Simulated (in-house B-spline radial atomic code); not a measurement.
Successive ionisation energies of lutetium; each step leads to the configuration of the next row (after the last: [Kr] 4d10 4f5/2(6)). Dirac energy differences include first-order Breit, QED and recoil terms. NIST's values go from ground level to ground level; the uncertainty of those that are theory runs from under 0.1 % in few-electron ions to several per cent in heavy many-electron ones. Computed with a B-spline radial code for spherical atoms: Dirac-Hartree-Fock, jj configuration that fills j = l - 1/2 first, finite nuclei.

A number in brackets counts the electrons of a j subshell.

```csv
ion,configuration,ionisation energy (eV),tabulated value (eV),tabulated kind,computed minus tabulated (eV),highest orbital,largest mean radius (bohr)
Lu14+,[Kr] 4d10 4f5/2(6) 4f7/2(4) 5s1,314.8,328,tabulated theory,-13.2,4f7/2,1.0054
Lu15+,[Kr] 4d10 4f5/2(6) 4f7/2(4),?,?,tabulated theory,?,?,?
Lu16+,[Kr] 4d10 4f5/2(6) 4f7/2(3),?,?,tabulated theory,?,?,?
Lu17+,[Kr] 4d10 4f5/2(6) 4f7/2(2),407.6,438,tabulated theory,-30.4,4f7/2,0.54898
Lu18+,[Kr] 4d10 4f5/2(6) 4f7/2(1),446.4,476,tabulated theory,-29.6,4f7/2,0.53756
```

Task: Fill in the row of Lu15+.

Result: ionisation energy (eV): 333.8; tabulated value (eV): 361; computed minus tabulated (eV): -27.2; highest orbital: 4f7/2; largest mean radius (bohr): 0.57429.

Task: Fill in the row of Lu16+.

Result: ionisation energy (eV): 370.1; tabulated value (eV): 399; computed minus tabulated (eV): -28.9; highest orbital: 4f7/2; largest mean radius (bohr): 0.56119.
